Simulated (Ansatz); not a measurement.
CH₉NSi₂, SMILES `NC([SiH3])[SiH3]`, relaxed with RKS PBE0-D4/def2-TZVP in Ansatz 0.2.0 from a PBE-D4/def2-SVP geometry. The force threshold is 0.005 eV/Å; the program also tests the step.

Charge 0, multiplicity 1.

Start:

```xyz
13

N     0.879   -1.293    0.647
C    -0.250   -0.476    0.152
Si   -0.022    0.090   -1.661
Si   -0.556    0.948    1.383
H     1.756   -0.757    0.586
H     1.019   -2.121    0.051
H    -1.181   -1.085    0.201
H    -1.187    0.867   -2.221
H     0.204   -1.133   -2.517
H     1.219    0.942   -1.747
H    -0.896    0.411    2.746
H     0.694    1.782    1.489
H    -1.679    1.824    0.892
```

**Question.** How much energy does the relaxation release, and in how many steps? (Best estimate.)

**Answer.** Ansatz gave: 0.05 eV, in 9 steps.

**Question.** Which bonds change most? (An estimate is asked.)

**Answer.** Ansatz gave: C2–Si3 from 1.913 to 1.888 Å; C2–Si4 from 1.906 to 1.883 Å; Si3–H8 from 1.508 to 1.489 Å; Si4–H13 from 1.506 to 1.488 Å.

**Question.** Give the relaxed structure. (Best estimate.)

**Answer.** Ansatz gave: 
```xyz
13

N     0.868   -1.298    0.632
C    -0.255   -0.479    0.146
Si   -0.039    0.089   -1.642
Si   -0.531    0.937    1.356
H     1.723   -0.756    0.659
H     1.039   -2.087    0.019
H    -1.171   -1.081    0.201
H    -1.238    0.789   -2.180
H     0.248   -1.103   -2.490
H     1.133    1.005   -1.725
H    -0.938    0.429    2.691
H     0.741    1.699    1.499
H    -1.579    1.856    0.834
```
